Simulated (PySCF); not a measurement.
Computed IR spectrum (relative IR intensity) of a molecule C3H6O2Si. The structure is a stationary point at PBE-D3(BJ)/def2-SVP. The values are those of a single conformer. All values below come from PBE-D3(BJ)/def2-SVP in PySCF. Frequencies are harmonic and unscaled.

Lines under 2 % of the strongest are left out, and lines within 2 cm⁻¹ are merged.

ν (cm⁻¹): 368 (w), 439 (w), 594 (w), 676 (vw), 716 (vw), 790 (vw), 858 (s), 872 (w), 886 (w), 903 (w), 906 (w), 962 (w), 1081 (m), 1157 (vs), 1307 (w), 1350 (vw), 1640 (m), 1748 (m), 2178 (w), 2194 (m), 2197 (m), 3133 (w) (against the strongest line: vs over 80 %, s over 45 %, m over 15 %, w over 4 %, vw less)

Problem. Which structure fits?
A. C=C[SiH]1OCO1
B. C=COC(=O)[SiH3]
C. C1=CO[SiH2]OC1
D. O=C[C@H]1OC[SiH2]1

Solution. B, C=COC(=O)[SiH3]
